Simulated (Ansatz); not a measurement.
A structure relaxed at PBE0-D4/def2-TZVP, charge 0, multiplicity 1:

Cartesian coordinates in Å:
```
Si 1.1196 0.7944 -2.0466
C 0.2766 0.2063 -0.4878
C -1.0495 0.5481 -0.2176
C -1.6868 0.0884 0.9247
C -1.0048 -0.7223 1.8199
C 0.3148 -1.0692 1.5703
C 0.9479 -0.6071 0.4267
H 2.5801 0.9398 -1.8073
H 0.5492 2.1021 -2.4664
H 0.9283 -0.1727 -3.1619
H -1.5942 1.1871 -0.9058
H -2.7167 0.3659 1.1187
H -1.5007 -1.0806 2.7149
H 0.8529 -1.6986 2.2701
H 1.9830 -0.8816 0.2482
```

(1) Give its formula and SMILES.

(2) Point group (tolerance 0.08 Å, 0.16 Å for H)?

(3) Summarise the bond lengths by kind.

Results:

(1) C6H8Si, `[SiH3]c1ccccc1`.

(2) Cs.

(3) 1 × C–Si 1.867 Å; 3 × H–Si 1.487 to 1.489 Å; 6 × C–C 1.386 to 1.396 Å; 5 × C–H 1.084 to 1.086 Å.

Computed with Ansatz.
